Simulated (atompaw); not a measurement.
An all-electron radial function and its pseudo partner (O)

Columns: radius, all-electron u(r) and pseudo u(r) of the 2p shell (level -9.04 eV) of oxygen in the configuration [He] 2s2 2p4; PBE, non-relativistic, PAW (atompaw) scheme, atompaw 4.2.0.5.

```csv
r (bohr),all-electron,pseudo
0.087,0.0819,0.0042
0.173,0.2381,0.0163
0.260,0.4022,0.0364
0.346,0.5433,0.0635
0.433,0.6565,0.0973
0.519,0.7395,0.1362
0.606,0.7967,0.1798
0.692,0.8300,0.2257
0.779,0.8447,0.2736
0.865,0.8444,0.3207
0.952,0.8328,0.3666
1.038,0.8130,0.4085
1.125,0.7871,0.4462
1.212,0.7573,0.4779
1.298,0.7252,0.5024
1.385,0.6913,0.5198
1.471,0.6572,0.5296
1.558,0.6227,0.5321
1.644,0.5891,0.5278
1.731,0.5560,0.5174
1.817,0.5242,0.5020
1.904,0.4933,0.4823
1.990,0.4641,0.4596
2.077,0.4359,0.4347
2.163,0.4094,0.4092
2.250,0.3839,0.3839
```

Q: How many radial nodes do the two functions have?

A: The all-electron 2p function has n − l − 1 = 0; the pseudo-wave has 0.

Q: Where does each function peak?

A: Outermost all-electron maximum near 0.78 bohr, pseudo maximum near 1.56 bohr (to the table’s step).

Q: Is the pseudo-wave norm-conserving?

A: No, it belongs to a PAW set: the norm inside the radius is not constrained, and the difference is carried by the augmentation charge.
